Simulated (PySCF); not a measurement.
Ionisation energy of Nb²⁺ by level of theory

Nb²⁺ [Kr] 4d3 (4F) → Nb³⁺ [Kr] 4d2 (3F), as a difference of total energies. Calculation: PySCF 2.14, in def2-TZVPPD with the def2 core potential (28 electrons); scalar relativity through the core potential. Correlated levels: valence and next inner shell: nothing frozen outside the core potential. The calculations carry no spin-orbit coupling.

| method | ionisation energy (eV) | difference from reference (eV) |
| --- | --- | --- |
| UHF | 24.236 | -0.804 |
| MP2 (valence and next inner shell) | 24.938 | -0.102 |
| SCS-MP2 (valence and next inner shell) | 24.742 | -0.298 |
| CCSD (valence and next inner shell) | 24.882 | -0.158 |
| CCSD(T) (valence and next inner shell) | 24.906 | -0.134 |

Reference: 25.04 eV (semi-empirical (NIST evaluation); NIST Atomic Spectra Database, ionization energies).

The reference lies between the lowest fine-structure levels, while these numbers refer to the centres of the terms.

Errors of the correlated levels include the incompleteness of this basis.
